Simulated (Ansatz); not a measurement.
A geometry relaxed with Ansatz (a quantum-chemistry and plane-wave program) with PBE0-D3(BJ)/def2-SVP, charge 0, multiplicity 1:

```xyz
19

C     -1.0504    -0.8685    -0.8798
H     -0.3029    -0.0664     1.6711
F     -2.6109    -0.1730     1.8362
H      3.3573     0.2397    -1.6806
H      3.7566     0.9434     0.6774
F     -4.0444     0.6170     0.4398
C      1.7400     0.4860     1.3044
C      0.2412    -0.3598    -0.4052
C      2.7737     0.5768     0.3725
H      1.9142     0.7740     2.3437
F     -2.0836     1.4937     0.5791
C     -2.7472     0.3358     0.5972
H     -3.1346    -1.1298    -0.9538
C      0.4852     0.0223     0.9238
C      2.5507     0.1832    -0.9461
H     -0.9724    -1.5566    -1.7293
C      1.2998    -0.2918    -1.3257
H      1.1296    -0.6083    -2.3583
C     -2.3019    -0.6177    -0.4664
```

### Question
Write the SMILES of this molecule.

### Answer
`FC(F)(F)/C=C\c1ccccc1`
